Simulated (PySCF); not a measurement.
**C4H13NSi3: core ionisation energies**

C4H13NSi3.
Geometry (PBE0-D3(BJ)/def2-SVP, Å), atoms numbered from 1 in this order:
```
atom  x, y, z in Å
C1     3.0491   -2.1153   -0.2720
C2     2.5088   -1.0482    0.3261
C3     1.3672   -0.2645   -0.1729
C4     1.3353    1.2710    0.0851
Si5   -0.0030    0.3458    0.9501
N6    -1.6350    0.4657    0.3507
Si7   -2.1879    2.0138   -0.2682
Si8   -2.6142   -0.9901    0.2588
H9     2.6692   -2.4864   -1.2291
H10    3.8849   -2.6561    0.1780
H11    2.9338   -0.7152    1.2827
H12    1.0291   -0.5511   -1.1773
H13    1.1209    1.8969   -0.7885
H14    2.1723    1.6631    0.6750
H15    0.1167    0.0973    2.4069
H16   -1.5222    2.3749   -1.5577
H17   -3.6586    1.9045   -0.5069
H18   -1.9083    3.0985    0.7192
H19   -2.6072   -1.5908   -1.1110
H20   -2.0384   -1.9802    1.2180
H21   -4.0266   -0.6796    0.6297
```

Method: delta-SCF UKS SCAN, pcX-2 on the ionised atom, pcseg-1 elsewhere, spin-free X2C in PySCF. Binding energies are ΔSCF values: E(core-ionised, relaxed orbitals) − E(ground state) at a fixed geometry, referred to the vacuum level.

Problem. List the computed XPS lines with their assignment.

Solution. 
```csv
atom(s),environment,level,binding energy (eV),2p1/2 (eV),above the level's lowest (eV),count
Si5,SiH silicon,Si 2p3/2,106.55,107.18,0.00,1
Si7/Si8,SiH3 silicon,Si 2p3/2,107.11,107.74,+0.56,2
C1,terminal =CH2 carbon,C 1s,289.40,–,0.00,1
C4,sp3 carbon bound to silicon,C 1s,289.88,–,+0.48,1
C3,sp3 carbon bound to silicon,C 1s,289.96,–,+0.56,1
C2,alkene CH carbon,C 1s,290.27,–,+0.87,1
N6,nitrogen bridging silicon atoms,N 1s,403.85,–,0.00,1
Si5,SiH silicon,Si 1s,1846.38,–,0.00,1
Si7/Si8,SiH3 silicon,Si 1s,1846.98,–,+0.60,2
```

The listed C 1s values span 0.87 eV, from C1 (bonded to C (double bond) and 2 H) to C2 (bonded to C (double bond), C and H). The widest gap between neighbouring values is 0.48 eV, between 289.40 and 289.88 eV. Summing the Pauling electronegativity differences to the bonded atoms, each weighted by its formal bond order, gives -0.70 for the lowest site and -0.35 for the highest; no listed site has a larger sum than the highest. The smallest sum, -1.35, belongs to C4, 0.48 eV above the lowest.

Lowest listed Si 1s: Si5, bonded to N, 2 C and H. Highest, 0.60 eV above it: Si7/Si8, bonded to N and 3 H. Summing the Pauling electronegativity differences to the bonded atoms, each weighted by its formal bond order, gives +2.74 for the lowest site and +2.04 for the highest; the largest sum, +2.74, belongs to Si5, 0.60 eV below the top. The smallest sum, +2.04, belongs to Si7/Si8, 0.60 eV above the lowest.

Lowest listed Si 2p3/2: Si5, bonded to N, 2 C and H. Highest, 0.56 eV above it: Si7/Si8, bonded to N and 3 H. Summing the Pauling electronegativity differences to the bonded atoms, each weighted by its formal bond order, gives +2.74 for the lowest site and +2.04 for the highest; the largest sum, +2.74, belongs to Si5, 0.56 eV below the top. The smallest sum, +2.04, belongs to Si7/Si8, 0.56 eV above the lowest.

Problem. Which effective nuclear charge Zeff reproduces each element's mean 1s value in the hydrogen-like formula E = 13.606 eV × Zeff²?

Solution. C (Z = 6): mean 289.9 eV, Zeff = 4.62, Z − Zeff = 1.38; N (Z = 7): mean 403.9 eV, Zeff = 5.45, Z − Zeff = 1.55; Si (Z = 14): mean 1846.8 eV, Zeff = 11.65, Z − Zeff = 2.35. Means run over the listed sites, weighted by atom count.

Problem. Which photon energy gives electrons from Si 2p3/2 of Si7/Si8 a kinetic energy of 20 eV, and what is their de Broglie wavelength?

Solution. hν = 107.11 + 20 = 127.11 eV, recoil neglected; λ = 12.264 Å/√(E/eV) = 2.74 Å.

One atom of each set of topologically equivalent atoms was ionised and stands for the set; in this conformer not all members are related by symmetry, and their own values weren't computed. The unrestricted hole states depart most from a pure doublet (⟨S²⟩ = 0.75; over 0.85 named) for C 1s of C2 (0.85), which makes this value less certain. The 2p values add to the ΔSCF energy of one spin-free hole a correction within the shell (spin–orbit coupling, ligand field). 2p1/2 minus 2p3/2 (ligand field included): Si 0.62 eV. One conformer (not necessarily the lowest) at the PBE0-D3(BJ)/def2-SVP geometry, without solvent, vibrations or thermal averaging.
